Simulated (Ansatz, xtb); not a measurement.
System: SeBr2, net charge 1, doublet state. SMILES of the parent species: Br[Se]Br
Coordinates optimised at B3LYP-D3(BJ)/def2-TZVP (Ansatz, a program for electronic structure):
```
Se
Br 1 2.2593
Br 1 2.2593 2 106.05
```
Charge +1, spin multiplicity 2.

Harmonic wavenumbers from GFN2-xTB (xtb, at its own minimum), cm⁻¹: 104, 255, 272.

Give the harmonic wavenumbers at B3LYP-D3(BJ)/def2-TZVP (Ansatz, finite differences of forces, unscaled).

113, 322, 328 cm⁻¹. Zero-point energy 1.1 kcal/mol.

From these and the geometry, give the ideal-gas thermochemistry at 298.15 K and 1 atm (rigid rotor, harmonic oscillator).

Point group C2v, rotational symmetry number 2. Rotational constants 5.178, 0.9706, 0.8174 GHz. S(trans) 42.31, S(rot) 27.37, S(vib) 5.78, S(elec, spin only) 1.38, S 76.8 cal/(mol K). H(298) - H(0) 3.30 kcal/mol; G - E(el) -18.5 kcal/mol.
